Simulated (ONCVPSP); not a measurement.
# Before and after: ONCV potential for V (Z = 23)

vanadium, optimised norm-conserving Vanderbilt (ONCV), made with ONCVPSP 4.0.1 (PBEsol, scalar-relativistic). Core [Ne], reference 3s2 3p6 3d3 4s2. Waves: 3s+4s: rc 1.55 bohr, ncon 4, nbas 7, qcut 9.2 1/bohr, 2 projectors; 3p: rc 1.50 bohr, ncon 5, nbas 8, qcut 9.8 1/bohr, 2 projectors, debl 0.8 Ha; 3d: rc 1.30 bohr, ncon 3, nbas 7, qcut 11.5 1/bohr, 2 projectors, debl 3.6 Ha. Local part: polynomial inside 0.90 bohr (lpopt 3, dvloc0 -1 Ha). Core correction: polynomial model core, fcfact 0.25.

In the p channel the program set the typed energies aside and used -1.615, 0.250 Ha.

All-electron outer shells of the reference configuration (PBEsol, scalar-relativistic, ld1.x):

| shell | level (eV) | outermost node (bohr) | outermost maximum (bohr) |
| --- | --- | --- | --- |
| 2p | -502.79 | – | 0.21 |
| 3s | -70.03 | 0.38 | 0.82 |
| 3p | -43.95 | 0.35 | 0.84 |
| 3d | -5.18 | – | 0.90 |
| 4s | -4.72 | 1.17 | 2.76 |

Change: d: qcut 14.8.

Cutoffs: the cutoffs (Ha) at which the residual kinetic energy of the hardest occupied pseudo-wave falls to 1 and 0.1 mHa per electron; they do not see the model core or the augmentation charge, which bear on the density cutoff. Errors are all-electron minus pseudo energies relative to the spin-unpolarised reference configuration.

Q: Predict the effect on cutoff, ghosts and configuration errors.

A: The potential gets harder (49 Ha and 56 Ha → 62 Ha and 73 Ha); of the 4 tests that both files solve, the error grows in 0 and shrinks in 1 by more than 15 % and 0.3 meV (median size 0.5 → 0.5 meV); neither file shows a bound ghost. The waves are optimised to have the least kinetic energy above qcut, so the cutoff follows it (qcut²/2 in Ha).

```tsv
quantity	base	changed
cutoff, loose	49 Ha	62 Ha
cutoff, tight	56 Ha	73 Ha
loose cutoff by channel	s 24 Ha, p 22 Ha, d 49 Ha	s 24 Ha, p 22 Ha, d 62 Ha
bound ghosts	none	none
GHOST(+) flags under 300 eV	none	none
error for 3s2 3p6 3d3 4s1, meV [ΔE 7.75 eV]	-0.4	-0.4
error for 3s2 3p6 3d3 4s0, meV [ΔE 21.95 eV]	-0.7	-0.6
error for 3s2 3p6 3d2 4s0, meV [ΔE 50.80 eV]	+6.3	+2.3
error for 3s2 3p6 3d3 4s1.5, meV [ΔE 3.10 eV]	-0.2	-0.2
s: phases at 1.58 bohr within 0.05 rad from the reference energy up to (Ha; the scan ends near 5)	to the end of the scan	to the end of the scan
p: phases at 1.52 bohr within 0.05 rad from the reference energy up to (Ha; the scan ends near 5)	to the end of the scan	to the end of the scan
d: phases at 1.32 bohr within 0.05 rad from the reference energy up to (Ha; the scan ends near 5)	to the end of the scan	to the end of the scan
rms error of d²Exc/dni dnj with the model core, mHa	1.07	0.99
```
